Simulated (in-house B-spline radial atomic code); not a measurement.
Atomic self-consistent-field run: Yb2+ (with a hole in an inner shell). Level of theory: Dirac-Kohn-Sham PBE, spherical fractional occupations, Fermi nucleus of rms radius 5.3108 fm; calculated with an all-electron radial atomic-structure program (B-spline basis).

In the input, a minus or plus after the letter marks the j = l - 1/2 or j = l + 1/2 subshell.

Command:
```bash
python run_scf.py task.json out
```
Settings (nuclear radius in fm, mass in u):
```
Z                70
configuration    1s2 2s1 2p6 3s2 3p6 3d10 4s2 4p6 4d10 4f-5 4f+8 5s2 5p6 6s2
hamiltonian      dirac
method           pbe,pbe
spin_polarised   False
nucleus          fermi
rms_radius       5.3108
atomic_mass      173.93887
speed_of_light   137.035999084
```

Output (hartree, bohr):
```
 radial grid: 81 intervals, B-splines of order 8, outer radius 60 bohr

 iter        energy (Eh)    residual
    1      -13686.303481    8.09e-01
    2      -13684.921754    4.67e-01
    3      -13688.481089    1.91e-01
    4      -13689.128427    1.02e-01
    5      -13688.072196    2.19e-01
    6      -13689.385090    1.49e-02
    7      -13689.391239    6.33e-04
    8      -13689.391248    6.41e-05
    9      -13689.391248    2.84e-06
   10      -13689.391248    9.58e-08

 total energy                    -13689.39125
 kinetic                           15146.2095
 electron-nucleus                 -33883.9189
 Hartree                            5333.7830
 exchange-correlation               -285.4650

 first-order corrections (not in the total)
   Gaunt                            15.0460
   retardation                      -1.6092
   frequency dependence             -0.2567
   self-energy                      10.7273
   Uehling                          -1.8976
   Wichmann-Kroll                    0.0693
   recoil                            0.0267

 orbital      occ     eigenvalue          <r>       <r^2>       <1/r>     <1/r^3>       <r^4>       r_max    small
 1s1/2      2.000     -2258.6483    0.0196542   0.0005295      80.646           - 7.54203e-07     0.01237  6.90e-02
 2s1/2      1.000      -387.8679     0.082433  0.00808772     19.5518           - 0.000113633     0.07059  1.56e-02
 2p1/2      2.000      -371.1131    0.0683912  0.00580023     19.5219           - 6.88141e-05     0.05278  1.57e-02
 2p3/2      4.000      -332.2126    0.0758317  0.00699526     16.7623     20824.4 9.57544e-05     0.05916  1.43e-02
 3s1/2      2.000       -89.0615     0.214317   0.0526379     7.21279           -   0.0041862      0.1982  5.13e-03
 3p1/2      2.000       -81.5361     0.203725   0.0483375     7.13869           -  0.00369941      0.1856  5.08e-03
 3p3/2      4.000       -73.1432     0.217567   0.0549157     6.42205     78532.3  0.00473155      0.1988  4.69e-03
 3d3/2      4.000       -60.3526     0.190244   0.0425143     6.33371     532.453  0.00320532      0.1556  4.61e-03
 3d5/2      6.000       -58.4739     0.194553   0.0443322     6.15866     460.706  0.00346006      0.1593  4.50e-03
 4s1/2      2.000       -18.5402     0.481943    0.262471     3.02538           -    0.100247      0.4506  1.67e-03
 4p1/2      2.000       -15.4190     0.488116    0.271455     2.92121           -    0.110268      0.4507  1.59e-03
 4p3/2      4.000       -13.5047     0.519776    0.307543     2.67183     17395.7    0.141573      0.4786  1.44e-03
 4d3/2      4.000        -8.3249     0.539715    0.338126     2.46453      105.27    0.185892      0.4758  1.26e-03
 4d5/2      6.000        -7.9656     0.550846    0.352087     2.40285     89.3811    0.201681      0.4848  1.22e-03
 4f5/2      5.000        -1.4526      0.67538     0.58343     1.90656     15.2109    0.863595       0.461  8.18e-04
 4f7/2      8.000        -1.3927     0.686639    0.604479     1.87843     14.5151    0.935663      0.4661  8.00e-04
 5s1/2      2.000        -3.1006      1.15946     1.51026     1.15528           -     3.36033       1.044  3.57e-04
 5p1/2      2.000        -2.2005      1.28022     1.85533     1.03351           -     5.26435       1.124  2.91e-04
 5p3/2      4.000        -1.9347      1.37577     2.14304    0.949271     2986.34     7.04251       1.204  2.54e-04
 6s1/2      2.000        -0.7162      2.92359     9.54133    0.435125           -     131.329       2.647  6.25e-05
```

Run time, properties included: 2.4 s on 1 thread of Arm Neoverse N1, with other jobs on the host.

For the Dirac Hamiltonian the kinetic term is c α·p + (β - 1)c².
